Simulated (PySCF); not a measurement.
Species: C5H6F3N.
Cartesian coordinates in Å at the GFN2-xTB level; atoms count from 1:
```
atom  x, y, z in Å
C1    -1.9982    0.4397   -0.3773
C2    -0.9355   -0.0270    0.5582
N3    -0.9538    0.3313    1.7563
C4     0.1451   -0.9171   -0.0741
C5     1.1929   -0.0484   -0.6827
F6     0.8971    0.4699   -1.8911
C7     2.3422    0.2910   -0.1099
F8     3.2709    1.0850   -0.6203
F9     2.7150   -0.1739    1.0802
H10   -1.5491    0.9316   -1.2383
H11   -2.5738   -0.4109   -0.7394
H12   -2.6607    1.1301    0.1347
H13   -0.1992   -0.0072    2.3479
H14   -0.2982   -1.5361   -0.8550
H15    0.6008   -1.5501    0.6888
```

Theory: TDDFT PBE0/def2-SVPD, vertical, gas phase, core orbitals frozen in the response (PySCF 2.14.0, density-fitted response routines).

Computed states:

```
state  E (eV)       f
   S1    5.08  0.0069
   S2    6.17   0.021
   S3    6.47   0.011
   S4    6.71   0.091
   S5    7.03   0.032
   S6    7.24   0.065
```

Broadening: Gaussians 0.5 eV wide at half height, area fixed by f = 4.319×10⁻⁹ ∫ε dν̃. The width is an assumption, not a result. The curve ends short of the highest state used, and states not computed would add to its high-energy end.

(1) Give the broadened spectrum and its maxima.

(2) On this curve, what absorbance would a 10⁻³ mol/L sample give at 193 nm over a 1 cm path?

(3) Coming from long wavelengths, where does ε first pass 100 L mol⁻¹ cm⁻¹?

Results:

(1) 
```csv
λ (nm),ε (L mol⁻¹ cm⁻¹)
186.8,5537
191.2,3809
195.5,2385
199.8,1653
204.1,1155
208.5,664
212.8,301
217.1,110
221.5,47
225.8,63
230.1,130
234.4,227
238.8,322
243.1,369
247.4,352
251.8,283
256.1,198
260.4,121
264.7,65
269.1,31
273.4,14
277.7,6
282.0,2
286.4,1
```

Maxima: 244 nm (5.08 eV), ε about 370, made up of S1 (100%) (ε in L mol⁻¹ cm⁻¹; maxima over ε = 5, shares over 10%). At its high-energy end, 6.64 eV, the curve is still rising (ε about 5600, from S4).

(2) 193 nm is 6.424 eV, where ε is about 3100 L mol⁻¹ cm⁻¹, so A = ε c l ≈ 3.1 (Beer–Lambert, with the gas-phase spectrum and the assumed width).

(3) At about 262 nm (4.74 eV), 0.34 eV below S1.

One conformer stands for the species.
